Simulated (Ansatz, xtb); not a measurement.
Two isomers of Cl2GeH4Si

We compare a, `Cl[SiH2][GeH2][Cl]`, a singlet, with b, `Cl[SiH](Cl)[GeH3]`, a singlet. Both are isolated molecules in the gas phase, relaxed with B3LYP/def2-SVP; each stands in its lowest conformer found.

Quicker runs give these differences E(b) − E(a): GFN2-xTB +8.7 kcal/mol; HF/STO-3G −1.2 kcal/mol (at GFN2-xTB geometries); r2SCAN-D4/def2-SVP −6.6 kcal/mol (at GFN2-xTB geometries).

Task: Which of the two would you expect CCSD(T)/def2-SVP + ΔMP2/def2-TZVPP electronic energies to favour?

Result: Structure b; the calculation gives E(b) − E(a) = −6.4 kcal/mol.

Level by level:

| level | geometry | E(b) − E(a) (kcal/mol) | departure from the last row (kcal/mol) | job, with rough time for the two |
| --- | --- | --- | --- | --- |
| GFN2-xTB | GFN2-xTB | +8.7 | +15.1 | optimisation, 0.24 s |
| HF/STO-3G | GFN2-xTB | −1.2 | +5.2 | single point, 0.88 s |
| r2SCAN-D4/def2-SVP | GFN2-xTB | −6.6 | −0.3 | single point, 4 s |
| B3LYP/def2-SVP | B3LYP/def2-SVP | −5.0 | +1.3 | optimisation, 39 s |
| HF/def2-SVP | B3LYP/def2-SVP | −3.6 | +2.7 | part of the CCSD(T) run |
| MP2/def2-SVP | B3LYP/def2-SVP | −6.7 | −0.3 | part of the CCSD(T) run |
| CCSD(T)/def2-SVP | B3LYP/def2-SVP | −6.2 | +0.2 | single point |
| CCSD(T)/def2-SVP + ΔMP2/def2-TZVPP | B3LYP/def2-SVP | −6.4 |  | single point, 27 s |

As drawn, b has 1 Cl–Si, 1 Ge–H in place of 1 Cl–Ge, 1 Si–H.

GFN2-xTB puts the two in the other order. The largest departure from CCSD(T)/def2-SVP + ΔMP2/def2-TZVPP is that of GFN2-xTB, 15.1 kcal/mol. The last row adds to CCSD(T) the change of the MP2 difference between the two basis sets, here −0.2 kcal/mol.

With harmonic frequencies from B3LYP/def2-SVP (ideal gas, rigid rotor, one conformer each, 298.15 K, 1 atm): on the last row, ΔE + ΔZPE = −6.6 kcal/mol. A mode under 50 cm⁻¹ makes harmonic enthalpies and free energies unreliable, so none is given.

The correlated steps freeze 24 core orbitals; the filled d shell of Ge is correlated, in a basis made for valence electrons. Run with Ansatz 0.2.0, xtb 6.7.1; the last row on 2 threads of Intel(R) Xeon(R) Platinum 8259CL CPU @ 2.50GHz (Skylake/Cascade Lake) on a shared host.
